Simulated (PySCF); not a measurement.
**Radial density of Gd⁵⁶⁺ (gadolinium, charge +56)**

UHF, [He] 2s2 2p4, high-spin 3P determinant. Computed with PySCF 2.14 in an uncontracted even-tempered set (17 s from 31 bohr⁻², ratio 2.2; 10 p from 40 bohr⁻², ratio 2.2; 6 d from 160 bohr⁻², ratio 2.4; 5 f from 240 bohr⁻², ratio 2.4; 4 g from 360 bohr⁻², ratio 2.4), with no relativity, point nucleus.

```
r (bohr)  4πr²ρ (e/bohr)  4πr²(ρα − ρβ)
0.000419          0.3840         0.0000
0.000705           1.047         0.0000
 0.00119           2.786         0.0001
 0.00200           7.108         0.0010
 0.00336           16.89         0.0076
 0.00565           35.66         0.0531
 0.00950           61.73         0.3325
  0.0160           77.49         1.7710
  0.0269           63.62         7.1755
  0.0452           55.32        18.5126
  0.0760           68.04        22.5428
   0.128           28.23         7.8163
   0.215           1.347         0.3301
   0.362        0.002259         0.0005
```

A non-relativistic calculation at this Z misses sizeable relativistic shifts. Spin-orbit coupling is strong in this species (close to jj coupling), so the high-spin LS determinant is a model state, not a physical level.
